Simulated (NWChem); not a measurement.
SnH3OBr; SMILES [SnH2]([OH])[Br]

```xyz
6

Sn    -0.2956    -0.8110    -0.0007
O      1.4639    -1.7113    -0.0508
Br     0.0904     1.6590    -0.0054
H     -1.0397    -1.2586    -1.4622
H     -1.1188    -1.1620     1.4554
H      2.0647    -1.4045     0.6384
```
Atoms are numbered in this order, from 1.

Results from NWChem. Medium grid unless said otherwise, to which SCAN and Minnesota functionals are sensitive. Geometry: optimised at PBE0/def2-SVP. def2 effective core potentials on Sn; no spin-orbit coupling.

**Question.** Order these by “orbital gap (eV)”, lowest first: PBE/def2-SVP; MN15-L/def2-SVP; LC-BLYP (range parameter 0.33 per bohr)/def2-SVP; B3LYP/def2-SVP.

**Answer.** PBE/def2-SVP (4.91), MN15-L/def2-SVP (5.93), B3LYP/def2-SVP (6.59), LC-BLYP (range parameter 0.33 per bohr)/def2-SVP (11.29)
